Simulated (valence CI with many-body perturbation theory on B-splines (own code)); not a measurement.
Sensitivity of CI+MBPT for Ho LV

Computed by valence CI with perturbative core correlation (CI+MBPT): three valence electrons over a frozen Dirac-Fock core [Ne], radial functions for each j: 6 s, 6 p, 5 d, 3 f, 1 g, with the one-electron correlation potential Σ1, the two-electron term Σ2, the three-electron term Σ3, Breit, model QED; selected CI, second order for the rest, scaled by the run's own slope (own B-spline code, finite nucleus).

No measured spectrum was set against this ion. As an estimate, large intervals hold to a few tenths of a per cent, small ones and those within an open d or f shell to about a per cent.

The reference run has the lowest level (3s^2 3p1/2) J=1/2 and an ionisation energy of 5259.25 eV. Its largest variational space holds 2786 state functions.

Levels are named by their leading jj configuration (3d3/2^4 stands for four electrons in 3d with j = 3/2), which in mixed levels can hold well under half, so a name can repeat and another be missing. Letters in brackets count levels of one name in rising energy.

Changed runs:
A. correlating orbitals by l 3 3 3 2 1 → 4 4 0 0 0
B. logarithmic knot step 0.27 → 0.4
C. Breit term on → off
D. box radius (bohr) 1.5325 → 0.24 (bad on purpose)

Excitation energies of the reference run in cm⁻¹, and shifts in cm⁻¹:

```tsv
Level	Reference	A	B	C
(3s 3p1/2^2) J=1/2	1150800	+42	+16	-23483
(3s^2 3p3/2) J=3/2	1830510	-18	-12	+23307
(3s 3p1/2 3p3/2) J=3/2 [a]	2772720	-1161	+4.1	+175
(3s 3p1/2 3p3/2) J=5/2	2899210	-161	+4.0	+4990
(3s 3p1/2 3p3/2) J=3/2 [b]	3055680	+428	+2.1	+6037
(3s 3p1/2 3p3/2) J=1/2	3126480	+866	+4.7	-272
(3s^2 3d3/2) J=3/2	3487090	+2353	-8.4	+25806
(3s^2 3d5/2) J=5/2	3842830	+1493	-12	+41829
(3p1/2^2 3p3/2) J=3/2	4195980	+329	+16	-14439
(3s 3p1/2 3d3/2) J=3/2 [a]	4305460	+276	+7.9	+3337
(3s 3p1/2 3d3/2) J=5/2	4397340	+964	+5.3	+10426
(3s 3p1/2 3d3/2) J=1/2	4583480	+1987	+5.1	+5559
Ionisation energy (eV)	5259.25	-0.19	-0.0028	+6.87
```

Run D: It gave no result. The program said: "need at least one array to concatenate".
